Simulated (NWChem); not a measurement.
Species: AlO, doublet; SMILES [O]=[Al]

```xyz
2

Al     0.0000     0.0000    -0.6293
O      0.0000     0.0000     1.0032
```
Atoms are numbered in this order, from 1.

The geometry was optimised at PBE0/def2-SVP, spin-unrestricted. No stability test was run on the SCF state.

**Question.** List the 4 lowest vertical excitations from PBE/6-31G* (spherical d), spin-unrestricted, TDA (NWChem).

**Answer.** 
```csv
state,energy (eV),oscillator strength,<S²>
state 1,1.05,0.003,0.77
state 2,1.05,0.003,0.77
state 3,3.02,0.037,0.93
state 4,4.10,0.005,2.57
```
